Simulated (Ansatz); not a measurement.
The cluster Cu2Te⁻ (the lowest doublet isomer of a short search) was relaxed with PBE0-D4 (def2-TZVPD) in Ansatz in these states: charge -1 doublet, charge -1 quartet. The geometries follow in no particular order.

In the def2 sets Te takes a core potential; there is no spin–orbit coupling.

A:

```xyz
3

Cu    0.937    1.087    0.491
Cu   -0.769   -0.899    0.949
Te   -0.168   -0.188   -1.440
```

B:

Cartesian coordinates in Å:
```
Cu -0.067 -1.215 -0.714
Cu -1.140 0.832 0.012
Te 1.207 0.383 0.702
```

Task: Judge from the bond lengths which geometry belongs to which state (an estimate).

Result: A is the charge -1 quartet (Cu1–Cu2 2.658 Å, Cu1–Te3 2.564 Å, Cu2–Te3 2.564 Å); B is the charge -1 doublet (Cu1–Cu2 2.423 Å, Cu1–Te3 2.487 Å, Cu2–Te3 2.487 Å).

At PBE0-D4/def2-TZVPD the highest occupied level of the charge -1 quartet lies above zero (up to 0.35 eV). It is a level of α spin, whose loss leaves a triplet; that state wasn't run at this geometry and level. The electron is either unbound and held by the finite basis, or the level is raised by self-interaction error. At PBE0-D4/def2-TZVPD the highest occupied level of the charge -1 doublet lies above zero (up to 0.03 eV). By energy differences its removal costs 1.41 eV (vertical, to the charge 0 singlet, at PBE0-D4/def2-TZVPD); a positive level beside a positive removal energy at the same level points to self-interaction error. At PBE0-D4/def2-TZVPD a doublet lies 1.62 eV below the charge -1 quartet. These are the stationary points nearest to one start from a short search; other shapes may lie lower in each state.
